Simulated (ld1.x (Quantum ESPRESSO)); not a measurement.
Results of a calculation; reference values are marked as such.
**Pseudopotentials across the periodic table**

Generated with ld1.x 7.5 (TM, RRKJ, ultrasoft, PAW), atompaw 4.2 or ONCVPSP 4.0.1. The cutoff is in Ry: for ld1.x and atompaw files where the sum of valence levels is converged to 10 mRy in a Bessel basis, for ONCV files where the hardest occupied wave has 1 mHa per electron of residual kinetic energy. The error is the largest all-electron minus pseudo excitation energy over each file’s own four to seven test configurations (ionisations up to +4, promotions, holes and added fractions of an electron), all of which were solved. The labels leave out finer settings (local radius, basis sizes, second energies), which also bear on the numbers. Spin-polarised tests are not counted. The rows are a selection from randomly drawn settings: files with unsolved tests, undetermined cutoffs or missed reference levels are left out.

```csv
element,potential,cutoff (Ry),largest error (meV),bound ghosts
Sc,"TM semilocal, PBE, scalar-relativistic, rc 3.20/1.70/1.40 (spd), local p, core correction yes, reference 3p6 3d1 4s2 4p0",80,-113,none
Ni,"RRKJ, PBEsol, scalar-relativistic, rc 1.20/0.75/0.85 (spd), local smoothed, core correction yes, reference 3s2 3p6 3d7 4s0 4p0",260,-269,none
Se,"ultrasoft, LDA (PZ), scalar-relativistic, rc 1.50/1.60 (sp), local smoothed, core correction yes, reference 4s2 4p4",15,-168,none
In,"TM semilocal, PBEsol, scalar-relativistic, rc 2.15/2.55/2.55 (spd), local p, core correction no, reference 5s2 5p1",18,+74,none
```

Q: Fill in the row for Pt: ultrasoft, PW91, scalar-relativistic, rc 2.55/2.90/1.55 (spd), local smoothed, core correction yes, reference 5d9 6s0.5 6p0.

A: cutoff 45 Ry, largest error -731 meV, bound ghosts: none.

Q: Fill in the row for Zr: TM, LDA (PZ), fully relativistic, rc 3.00/4.20/2.85 (spd), local smoothed, core correction yes, reference 4d2.5 5s1.5 5p0.

A: cutoff 21 Ry, largest error -369 meV, bound ghosts: none.

Q: Fill in the row for Sn: ultrasoft, LDA (PZ), scalar-relativistic, rc 1.95/2.95/1.45 (spd), local smoothed, core correction no, reference 4d10 5s1.5 5p2.5.

A: cutoff 70 Ry, largest error +39 meV, bound ghosts: none.
